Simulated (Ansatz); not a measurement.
Ideal-gas functions of `FBBr` at 800 K and 1 bar, from an Ansatz frequency run at PBE0-D4/def2-TZVP.

Molar mass 110.72 g/mol, point group Cs (symmetry number 1), electronic degeneracy 1, moments of inertia 8.495, 135.703, 144.198 u Å². Harmonic wavenumbers (cm⁻¹, unscaled): 330, 694, 825, 1086, 1329, 2689.

Use S(trans) = R[1.5 ln M + 2.5 ln T − 1.1517]; rotational temperatures θ = 24.2544 K / I; S(rot) = R[ln(√π/σ · √(T³/θAθBθC)) + 1.5]; for each mode x = 1.438777 ν̃/T, S = R[x/(eˣ − 1) − ln(1 − e⁻ˣ)] and H = RT x/(eˣ − 1); 1 cm⁻¹ = 0.0119627 kJ/mol; R = 8.31446 J/(mol·K).

Question: By hand: the entropy, in J/(mol·K).

Answer: Translation 188.1. Rotation: θ = 2.8551, 0.1787, 0.1682 K, giving 110.8. Vibration, mode by mode: 12.77, 6.99, 5.76, 3.96, 2.80, 0.39, in all 32.7. Electronic 0.0. Sum 331.6 J/(mol·K).

Question: By hand: H − E and G − E in kJ/mol, counted from the electronic energy.

Answer: Zero-point energy ½ × 6953 × 0.0119627 = 41.6; thermal vibration 15.1; translation, rotation and pV give 4 RT = 26.6. H − E = 83.3 kJ/mol, and G − E = 83.3 − 800 × 331.6/1000 = -182.0 kJ/mol.

Vibration gives 10 % of the entropy.
